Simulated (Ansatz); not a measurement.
Mulliken charges of `[CH2]1[GeH2][Te]1` from PBE/def2-TZVPP in Ansatz (PBE0-D4/def2-TZVP geometry).

| atom | x (Å) | y (Å) | z (Å) | charge (e) |
| --- | --- | --- | --- | --- |
| C1 | -0.712 | -0.585 | -0.326 | -0.331 |
| Ge2 | 0.767 | 0.384 | 0.442 | 0.127 |
| Te3 | -0.687 | 1.374 | -1.352 | -0.109 |
| H4 | -0.497 | -1.404 | -1.002 | 0.143 |
| H5 | -1.605 | -0.721 | 0.273 | 0.143 |
| H6 | 0.612 | 0.925 | 1.862 | 0.013 |
| H7 | 2.183 | -0.041 | 0.056 | 0.013 |

Q: By hand: the dipole of these point charges (1 e Å = 4.8032 D).

A: Σ q r = (0.144, -0.200, 0.232) e Å, of length 0.338 e Å = 1.62 D.

Q: How does the dipole of the full density compare? (Best estimate.)

A: The calculation gave: (0.098, -0.234, 0.211) e Å, 1.58 D; the point charges give 1.03 times that, at 10° from its direction.

Point charges leave out the atoms' own dipoles, such as those of lone pairs, and Mulliken's split depends on the basis, so the close match here is no proof of good charges.
